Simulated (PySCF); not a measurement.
**Continuum solvent and chemical shifts**

Structure with atom numbers: `[CH3:1][CH2:2][CH2:3][C:4]1=[CH:5][C@@H:6]2[CH:7]=[CH:8][C@H:9]1[O:10]2`. Hydrogens are named by the atom that carries them. Ha(C2), Ha(C3) are pro-R; Hb(C2), Hb(C3) are pro-S.

GIAO PBE0/pcSseg-1 in PySCF on one PBE0-D3(BJ)/def2-SVP conformer, non-relativistic, equivalent nuclei averaged. Solvents enter as an IEF-PCM continuum (chloroform with ε = 4.7, water with ε = 78.4) around the gas-phase geometry. Shifts are referred to TMS computed in the same medium.

In chloroform, δ in ppm: C4 173.7, C7 158.2, C8 156.9, C5 146.7, C9 88.5, C6 85.8, C3 35.7, C2 23.5, C1 16.5, H(C8) 7.43, H(C7) 7.43, H(C5) 6.82, H(C6) 5.20, H(C9) 4.98. Dipole moment 2.60 D.

Question: How does each δ change in the more polar medium?

Answer: 
| atoms | environment | Δδ, water |
| --- | --- | --- |
| C4 | fully substituted alkene carbon | +0.9 |
| C7 | alkene CH | +0.5 |
| C8 | alkene CH | +0.7 |
| C5 | alkene CH | +0.2 |
| C9 | allylic sp3 CH bonded to O | +0.3 |
| C6 | allylic sp3 CH bonded to O | +0.3 |
| C3 | allylic sp3 CH2 | +0.1 |
| C2 | sp3 CH2 | +0.2 |
| C1 | methyl carbon | +0.1 |
| H(C8) | hydrogen on an alkene CH | +0.10 |
| H(C7) | hydrogen on an alkene CH | +0.09 |
| H(C5) | hydrogen on an alkene CH | +0.08 |
| H(C6) | hydrogen on an allylic sp3 CH bonded to O | +0.07 |
| H(C9) | hydrogen on an allylic sp3 CH bonded to O | +0.09 |

Changes are relative to chloroform. The dipole moment becomes 2.78 D in water.

Question: Which nuclei move most (in ppm), and what does the model miss?

Answer: C4 (fully substituted alkene carbon, +0.9 ppm) in water. A continuum only polarises the solute; specific hydrogen bonds, the anisotropy of aromatic solvents and changes of geometry or conformer are outside it.
